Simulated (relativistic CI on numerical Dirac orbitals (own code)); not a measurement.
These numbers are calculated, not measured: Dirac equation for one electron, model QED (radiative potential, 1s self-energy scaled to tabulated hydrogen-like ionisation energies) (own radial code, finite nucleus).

Configuration list: 1s, 2s, 2p, 3s, 3p, 3d, 4s, 4p, 4d, 4f, 5s, 5p, 5d, 5f, 5g, 6s, 6p, 6d. Levels of other configurations are missing.

Outline of the computed level scheme of Ba LVI. Lowest level of each configuration: 1s 2S_1/2 at 0.0 eV; 2p 2P°_1/2 at 33283.8 eV; 2s 2S_1/2 at 33292.1 eV; 3p 2P°_1/2 at 39605.5 eV; 3s 2S_1/2 at 39607.9 eV; 3d 2D_3/2 at 39753.3 eV; 4p 2P°_1/2 at 41797.2 eV; 4s 2S_1/2 at 41798.2 eV; 4d 2D_3/2 at 41859.3 eV.

Some strong electric-dipole decays among the lowest 14 levels: 2p 2P°_1/2 → 1s 2S_1/2 (6.3e+15 s⁻¹); 2p 2P°_3/2 → 1s 2S_1/2 (5.9e+15 s⁻¹); 3p 2P°_3/2 → 1s 2S_1/2 (1.6e+15 s⁻¹); 3p 2P°_1/2 → 1s 2S_1/2 (1.6e+15 s⁻¹); 4p 2P°_3/2 → 1s 2S_1/2 (6.6e+14 s⁻¹); 4p 2P°_1/2 → 1s 2S_1/2 (6.3e+14 s⁻¹); 3d 2D_5/2 → 2p 2P°_3/2 (6.3e+14 s⁻¹); 3d 2D_3/2 → 2p 2P°_1/2 (5.7e+14 s⁻¹).
